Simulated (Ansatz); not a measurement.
**A barrier at the coupled-cluster level**

Start structure (ZnAsH5O2, singlet), relaxed at PBE0-D4/def2-TZVP:

Zn1  (-0.097, -1.149, 0.350)
O2  (0.839, -1.050, 1.879)
O3  (-1.070, -1.554, -1.106)
H4  (0.893, 2.515, 0.416)
As5  (0.157, 1.472, -0.391)
H6  (0.911, -1.872, 2.367)
H7  (-1.351, -2.468, -1.175)
H8  (-1.086, 2.299, -0.625)
H9  (0.804, 1.808, -1.714)
(Å)

The step: ZnH₂O₂ ([OH][Zn][OH]) + AsH₃ → ZnAsH₃O ([OH][Zn][AsH2]) + H₂O (still joined by a long Zn–O bond); bonds formed: O2–H4; dative contacts that become bonds: Zn1–As5; bonds broken: H4–As5; bonds weakened to dative contacts: Zn1–O2. Ansatz 0.2.0; basis: def2-TZVPP and def2-QZVPP; cores frozen in the correlated methods. The 3s and 3p shells of Cu and Zn are frozen; filled d shells are correlated. The def2 sets are not built for correlating such inner shells, so the correlated values are less sure here. Extrapolation: Hartree–Fock as exp(−7.88 √X), correlation as X^−2.97. Energies below are by CCSD(T) at an estimated basis limit (MP2 extrapolated from triple and quadruple zeta, plus CCSD(T) − MP2 in triple zeta).

Q: What are the electronic barrier and the energy of the step, from the start structure to the end structure? (An estimate is asked for; the value comes from the calculation.)

A: The calculation gives: Barrier 0.964 eV; step energy -0.714 eV (downhill); reverse barrier, their difference, 1.678 eV. Barrier and step energy count from the start structure, the reverse barrier from the end structure.

The saddle point: One imaginary mode of 1115i cm⁻¹.
```csv
pair,start (Å),saddle (Å),end (Å)
Zn1–As5,2.74,2.48,2.37
O2–H4,3.85,1.37,0.96
Zn1–O2,1.80,1.94,2.24
H4–As5,1.51,1.68,4.31
```

Zero-point energy (harmonic, PBE0-D4): ZPE is 1.352 eV at the start and 1.290 eV at the saddle, so the barrier goes from 0.964 to 0.902 eV.

T1 diagnostic: at most 0.016.

Labels in which every atom is bracketed show which atoms are joined, not bond orders.

For scale, one of the runs: CCSD(T)/def2-TZVPP, 244 basis functions, launched by `ansatz run in.yaml --threads 8 --pin off --events-out ev --progress --plain --max-ram 19148MiB`. Time: 3.3 min of wall clock on 8 CPU threads of an Intel Xeon; the host was shared. Peak host memory: 5.1 GiB.
